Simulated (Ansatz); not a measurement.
`N#CC1=CCC=C1` and `FC1=CCC=C1` differ in one atom or group.

Ansatz, PBE0-D4/def2-TZVP geometries, multiplicity 1. 

```
                                                                                  property  `N#CC1=CCC=C1`
                                                       HOMO–LUMO gap (PBE/def2-TZVPP) / eV            3.60
                                                     HOMO energy (ωB97M-V/def2-TZVPP) / eV           -9.29
                                                        LUMO energy (PBE0/def2-TZVPP) / eV           -1.66
                                                     LUMO energy (ωB97M-V/def2-TZVPP) / eV            0.45
                                                      HOMO–LUMO gap (PBE0/def2-TZVPP) / eV            5.50
ideal-gas entropy at 298 K and 1 bar (rigid rotor, harmonic PBE0-D4/def2-TZVP) / J/(mol·K)             319
```

Task: What does the change do to each property? (An estimate is asked.)

Result: Computed: 
```csv
property,`FC1=CCC=C1`,shift
HOMO–LUMO gap (PBE/def2-TZVPP) / eV,3.88,0.28
HOMO energy (ωB97M-V/def2-TZVPP) / eV,-8.70,0.59
LUMO energy (PBE0/def2-TZVPP) / eV,-0.63,1.03
LUMO energy (ωB97M-V/def2-TZVPP) / eV,1.48,1.03
HOMO–LUMO gap (PBE0/def2-TZVPP) / eV,5.88,0.38
"ideal-gas entropy at 298 K and 1 bar (rigid rotor, harmonic PBE0-D4/def2-TZVP) / J/(mol·K)",298,-21
```

With PBE0 the HOMO rises by 0.65 eV and the LUMO rises by 1.03 eV, so the gap widens by about 0.38 eV. PBE moves the HOMO by 0.71 eV and ωB97M-V by 0.59 eV. The zero-point energy changes by -17.2 kJ/mol with -3 modes.
